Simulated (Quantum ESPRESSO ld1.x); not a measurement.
Values are calculated unless marked as measured or tabulated.
How relativity changes the ionisation of neutral silver ([Kr] 4d10 5s1) to Ag+ ([Kr] 4d10). Spin-unpolarised spherical Kohn-Sham, PBEsol, point nucleus, ld1.x of Quantum ESPRESSO 7.5. A level marked "c x" has the speed of light scaled by that factor.

level            E(Ag) (hartree)  E(Ag+) (hartree)  IE (eV)   HOMO  <r> HOMO (bohr)
non-rel.               -5197.189         -5196.926    7.152     5s            3.305
scalar-rel.            -5313.504         -5313.220    7.746     5s            3.134
Dirac                   -5314.71          -5314.42    7.748  5s1/2            3.134
Dirac, c x 1.25         -5270.79          -5270.52    7.518  5s1/2            3.196
Dirac, c x 2            -5225.30          -5225.03    7.289  5s1/2            3.263
Dirac, c x 3            -5209.58          -5209.32    7.212  5s1/2            3.286

NIST Atomic Spectra Database: 7.576 eV (measured). The relativistic part of the total energy of Ag is -117.5 hartree (Dirac), 2.3 % of the non-relativistic value. Spin polarisation and multiplet splitting of open shells are left out at every level.

Beside tabulated values, note that relativity, absent from the non-relativistic runs, is large for the heavy elements, and spin-unpolarised runs miss the spin-polarisation part of the exchange energy of open shells.
